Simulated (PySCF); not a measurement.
Does the answer move with the share of exact exchange?

C3H9NSi.
Z-matrix (Å and degrees, PBE0-D3(BJ)/def2-SVP geometry), rows numbered from 1:
```
C 
N   1  1.4446
Si  2  1.7208  1  125.16
C   3  1.8537  2  118.29  1    74.45
C   4  1.5465  3   65.30  2   104.56
H   1  1.1072  2  114.02  3    92.15
H   1  1.1034  2  111.26  3  -146.07
H   1  1.1011  2  109.75  3   -28.19
H   2  1.0136  1  114.09  3  -160.67
H   3  1.4890  2  118.37  1   -76.41
H   4  1.0959  3  119.96  5   107.68
H   4  1.0958  3  118.77  5  -107.33
H   5  1.0957  3  118.72  4   107.39
H   5  1.0957  3  119.89  4  -107.76
```

PySCF, pcSseg-1 basis, density fitting, gas phase, PBE0-D3(BJ)/def2-SVP geometry. One functional is left out:

```csv
functional,exact exchange (%),HOMO energy (eV),LUMO energy (eV),dipole moment (D)
B97-D,0,-5.36,0.16,1.309
BLYP,0,-5.23,0.14,1.326
BP86,0,-5.47,0.00,1.319
LDA,0,-5.46,-0.14,1.314
OPBE,0,-5.35,0.23,1.259
PBE,0,-5.36,0.04,1.296
B97-2,21,-6.38,0.89,1.354
PBE0,25,-6.62,0.90,1.368
mPW1PW91,25,-6.65,0.90,1.374
BHandHLYP,50,-7.64,1.74,1.478
```

**Question.** Predict the row of B3LYP (20 % exact exchange) by straight lines through the other rows, and check it.

**Answer.** 
| property | line | computed | computed − line | B97-2 (21 %), for comparison |
| --- | --- | --- | --- | --- |
| HOMO energy (eV) | -6.32 | -6.41 | -0.09 | -6.38 |
| LUMO energy (eV) | 0.75 | 0.65 | -0.10 | 0.89 |
| dipole moment (D) | 1.365 | 1.386 | +0.021 | 1.354 |

**Question.** Which of these properties follows the share of exact exchange most closely, and which least?

**Answer.** Most closely the HOMO energy, least the dipole moment; the correlations over the tabulated rows are HOMO energy -0.995, LUMO energy 0.984, dipole moment 0.941. The HOMO energy moves by -0.468 eV for every 10 %. Functionals with the same share still differ in their other parts: at 0 % BLYP and BP86 differ by 0.24 eV in it.
